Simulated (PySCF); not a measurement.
Compound: 1,1,1-trifluoro-2,2,2-trichloroethane, C₂Cl₃F₃.
Numbering: `[F:1][C:2]([F:3])([F:4])[C:5]([Cl:6])([Cl:7])[Cl:8]`

Computed with PySCF at CAM-B3LYP/def2-SVPD, non-relativistic, on one gas-phase PBE0-D3(BJ)/def2-SVP geometry that isn't relaxed in the solvent. The solvent is an IEF-PCM continuum (Bondi radii, 1.10 Å for H, scaled by 1.2), and excitations are vertical TDDFT with non-equilibrium linear response and a frozen core. The model holds no explicit solvent molecules, cavitation or dispersion.

Gas-phase singlets (H = HOMO, L = LUMO):

```tsv
state	E (eV)	λ (nm)	f	leading configuration
S1	6.637	187	0.000	H→L 88%
S2	7.062	176	0.016	H-1→L 72%
S3	7.066	175	0.016	H-2→L 72%
S4	7.269	171	0.001	H-3→L 61%
S5	7.316	169	0.004	H→L+1 56%
```

Question: What are the lowest 5 singlets in chloroform (ε = 4.711)?

Answer: 
| state | E (eV) | λ (nm) | f | leading configuration | change by rank (eV) |
| --- | --- | --- | --- | --- | --- |
| S1 | 6.667 | 186 | 0.000 | H→L 88% | +0.030 |
| S2 | 7.079 | 175 | 0.021 | H-1→L 72% | +0.017 |
| S3 | 7.083 | 175 | 0.022 | H-2→L 72% | +0.017 |
| S4 | 7.293 | 170 | 0.001 | H-3→L 60% | +0.024 |
| S5 | 7.337 | 169 | 0.005 | H→L+1 56% | +0.021 |

Question: How do the frontier levels move from gas to chloroform?

Answer: 
```tsv
orbital	gas (eV)	solvent (eV)	change (eV)
LUMO+2	0.52	0.63	+0.11
LUMO+1	0.51	0.62	+0.11
LUMO	-0.12	0.00	+0.12
HOMO	-10.71	-10.63	+0.08
HOMO-1	-11.18	-11.10	+0.08
HOMO-2	-11.18	-11.10	+0.08
HOMO-3	-11.46	-11.39	+0.07
```

The HOMO–LUMO gap goes from 10.59 to 10.63 eV.

Conformer computed: `[F:1][C:2]([F:3])([F:4])[C:5]([Cl:6])([Cl:7])[Cl:8]`: F1–C2–C5–Cl6 -60°.
